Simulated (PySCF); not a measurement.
**Ionisation energy of Ar⁺ by level of theory**

Ar⁺ [Ne] 3s2 3p5 (2P) → Ar²⁺ [Ne] 3s2 3p4 (3P), as a difference of total energies. Calculation: PySCF 2.14, in def2-TZVP; the non-relativistic Hamiltonian (point nucleus). Correlated levels: valence: [Ne] frozen. The calculations carry no spin-orbit coupling.

```
           method  ionisation energy (eV)
              UHF                  26.374
           M06-2X                  27.667
            M06-L                  27.511
    MP2 (valence)                  27.334
SCS-MP2 (valence)                  27.328
   CCSD (valence)                  27.300
CCSD(T) (valence)                  27.333
```

How much does correlation contribute at CCSD(T) (valence)?

27.333 − (26.374) = 0.959 eV, measured against UHF.

The reference lies between the lowest fine-structure levels, while these numbers refer to the centres of the terms.

Errors of the correlated levels include the incompleteness of this basis and the frozen core.

For comparison: 27.630 eV (measured; NIST Atomic Spectra Database, ionization energies).
